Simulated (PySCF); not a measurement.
CH₂F₄Si.

```xyz
8

Si     0.6017    -1.0915     0.0000
F     -0.6850    -2.0741     0.0000
C     -0.0381     0.7246     0.0000
F     -0.7750     1.0097    -1.0792
F     -0.7750     1.0097     1.0792
F      1.0166     1.5586     0.0000
H      1.3851    -1.3007    -1.2414
H      1.3851    -1.3007     1.2414
```
Charge 0, spin multiplicity 1.

Coordinates come from a PBE0-D3(BJ)/def2-SVP optimisation.

Computed with PBE0/pcSseg-1 (PySCF). Non-relativistic, no solvent.

Computed absolute GIAO shielding of each atom: isotropic value and principal components (ppm):
```
atom  σ(iso)    σ11    σ22    σ33   span
----  ------  -----  -----  -----  -----
Si1    365.0  311.1  365.8  418.2  107.1
F2     399.1  368.2  398.7  430.2   62.0
C3      53.2   51.2   52.2   56.3    5.1
F4     253.9  158.5  267.8  335.4  177.0
F5     253.9  158.5  267.8  335.4  177.0
F6     257.5  160.1  280.7  331.8  171.7
H7      26.3   23.4   24.9   30.7    7.3
H8      26.3   23.4   24.9   30.7    7.3
```
